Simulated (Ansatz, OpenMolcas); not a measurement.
**Ansatz → OpenMolcas**

This Ansatz 0.2.0 job computes SnH3OF (SMILES [OH][SnH2][F]):

job.yaml:
```yaml
crystal:
  periodic: [false, false, false]
  atoms:
    - {symbol: O, position_ang: [-1.414400, -0.333000, -0.425000]}
    - {symbol: Sn, position_ang: [0.302300, 0.255900, 0.283700]}
    - {symbol: F, position_ang: [1.409100, -1.315100, 0.302100]}
    - {symbol: H, position_ang: [-1.368600, -0.685700, -1.316700]}
    - {symbol: H, position_ang: [1.096100, 1.317100, -0.782100]}
    - {symbol: H, position_ang: [0.017500, 0.696700, 1.891900]}
basis:
  gaussian: {orbitals: def2-SVPD}
correlation: {method: mp2, frozen_orbitals: {F: 1, H: 0, O: 1, Sn: 4}}
accuracy: high
```

```bash
$ ansatz run job.yaml --threads 1 --pin off --max-ram 3480MiB --events-out events.jsonl --progress --plain --runs-dir runs
```

Geometry: relaxed at PBE0-D4/def2-TZVP. This is one conformer, not always the lowest.

It gives a total energy of -389.821370 Eh.

Question: Write the same calculation for OpenMolcas 26.06 as an input file of the program's own.

Answer: For example:

job.input:
```
&GATEWAY
  BasLib=$CurrDir
  Coord
  6
  bohr
  O     -2.67282863    -0.62927880    -0.80313360
  Sn     0.57126421     0.48358092     0.53611530
  F      2.66281308    -2.48517883     0.57088626
  H     -2.58627917    -1.29578520    -2.48820239
  H      2.07132881     2.48895828    -1.47795480
  H      0.03307021     1.31657219     3.57517286
  Basis=def2-SVPD
  Group=NoSym

&SEWARD

&SCF
  Thresholds=1e-10 1e-07 1e-07 1e-05
  PrOrbitals=1 2

&MBPT2
  Frozen=6
```

```bash
$ export MOLCAS_MEM=1860
$ pymolcas job.input > job.log
```

(Basis files named in the input come from the Basis Set Exchange and aren't shown.)

Its energy is -389.821370 Eh, the same as the first but for the last digit, at most.
